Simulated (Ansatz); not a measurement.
Cost and result up the ladder for GaCl2H (GaHCl2) (4 atoms). The state is a singlet with charge 0. Geometry: PBE-D4/def2-TZVP.

```xyz
4

Ga    0.080    0.168   -0.020
Cl   -1.504   -0.194    1.379
Cl    0.679   -1.539   -1.172
H     0.744    1.564   -0.187
```

Ansatz on 4 threads of Arm Neoverse V1 on a shared host. Times are rough, and most runs start from the orbitals of an earlier one. ωB97X-V/def2-TZVP serves as the yardstick here, not as an exact answer. Differences are given only for rows in sets of like size (and for xTB, whose basis is part of the method), since another set adds its own error. Binding counts from free atoms at the same level (Ga doublet, Cl doublet, H doublet; other spins of the atoms weren't run), without zero-point energy or a counterpoise term.

HSE06 is defined as in plane-wave codes, on full-range PBE exchange. Correlated methods freeze 19 core orbitals; core or outer-core shells of Ga are correlated, in sets that lack core-valence functions.

Correlated methods converge slowly with the basis.

| level | functions | wall time | binding energy per atom (eV) | difference from ωB97X-V/def2-TZVP (eV) |
| --- | --- | --- | --- | --- |
| PBE-D4/def2-SVP | 73 | 0.5 s | 2.67 | – |
| PBE0-D4/def2-SVP | 73 | 0.7 s | 2.65 | – |
| PBE-D4/def2-TZVP | 128 | 0.8 s | 2.66 | -0.03 |
| revPBE-D4/def2-TZVP | 128 | 0.8 s | 2.58 | -0.10 |
| BLYP-D4/def2-TZVP | 128 | 0.86 s | 2.54 | -0.14 |
| PBE-D4/def2-TZVPD | 155 | 1.1 s | 2.65 | -0.03 |
| HSE06-D4/def2-TZVP | 128 | 1.3 s | 2.65 | -0.04 |
| PBE0-D4/def2-TZVP | 128 | 1.6 s | 2.64 | -0.04 |
| PBE0-D4/def2-TZVPD | 155 | 1.8 s | 2.64 | -0.04 |
| ωB97X-V/def2-TZVP | 128 | 2.5 s | 2.68 | 0.00 |
| r2SCANh-D4/def2-TZVP (with forces) | 128 | 2.8 s | 2.68 | 0.00 |
| r2SCAN-D4/def2-TZVPD | 155 | 2.8 s | 2.70 | 0.02 |
| B97M-V/def2-TZVP | 128 | 3.2 s | 2.72 | 0.04 |
| CCSD(T)/def2-TZVPP | 146 | 3.4 s | 2.62 | -0.07 |
